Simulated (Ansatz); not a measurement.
Two isomers of CH9NSiSn: A = `C[SiH2][NH][SnH3]`, B = `C[NH][SnH2][SiH3]`.

Isolated molecules relaxed with PBE0-D4/def2-TZVP in Ansatz; ΔE leaves out vibrations. CBS: MP2 limit from def2 TZ/QZ plus the TZ coupled-cluster correction, frozen cores. Functionals use def2-TZVPP. B3LYP here is the variant with VWN-RPA as its local correlation; programs differ in this. Elements past krypton have def2 core potentials. For Sn outer-core shells are correlated without core-valence functions, which leaves a few kJ/mol of doubt a bond. One conformer a species, not always the lowest.

Q: Which is lower in electronic energy at CCSD(T)/CBS, and by how much? (Best estimate.)

A: The calculation gave: A, by 119.1 kJ/mol.

Q: Give E(B) − E(A) in kJ/mol with B2PLYP, B3LYP, PBE-D4, ωB97M-V, B3LYP-D4, MP2/def2-TZVPP, CCSD/def2-TZVPP. (An estimate is asked.)

A: Ansatz gave: B2PLYP 117.5, B3LYP 109.6, PBE-D4 98.7, ωB97M-V 123.8, B3LYP-D4 113.9, MP2/def2-TZVPP 126.8, CCSD/def2-TZVPP 121.6. None reverses the order clearly.

Largest T1 diagnostic: 0.013.

From PBE to PBE0 (25 % exact exchange), in def2-TZVPP and without D4, E(B) − E(A) moves by +9.7 kJ/mol. The D4 term adds +4.3 kJ/mol with B3LYP and +2.1 kJ/mol with PBE0; it sums over pairs of atoms, weighted by their polarisabilities, and B3LYP, whose exchange is more repulsive, gets the larger term.
